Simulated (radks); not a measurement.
Charge is removed step by step from the 3s1/2 level of Os, starting from [Xe] 4f14 5d6 6s2. All-electron calculation, Dirac Kohn-Sham, PBE, spin-unpolarised, spherical densities, point nucleus; open shells are shared between the two j in proportion to 2j + 1. Program: a radial shooting solver on a logarithmic mesh with Libxc functionals.

removed (e)  E - E(0) (eV)  eigenvalue (eV)  E minus straight line (eV)
0                    0.000          -2987.4                       0.000
0.1                 299.02          -2993.0                      -2.594
0.2                 598.60          -2998.7                      -4.622
0.3                 898.75          -3004.4                      -6.079
0.4                 1199.5          -3010.2                      -6.962
0.5                 1500.8          -3016.0                      -7.267
0.6                 1802.7          -3021.8                      -6.991
0.7                 2105.2          -3027.7                      -6.129
0.8                 2408.2          -3033.6                      -4.679
0.9                 2711.9          -3039.5                      -2.637
1                   3016.1          -3045.5                       0.000

Removing the whole electron costs 3016.1 eV by Delta-SCF, against 2987.4 eV from minus the eigenvalue at the starting occupation. Slater's transition state (half an electron removed) gives 3016.0 eV. Integrating minus the eigenvalue over the occupation (Janak's theorem) gives 3016.1 eV. The mean slope of the eigenvalue, de/dn, is 58.1 eV per electron.
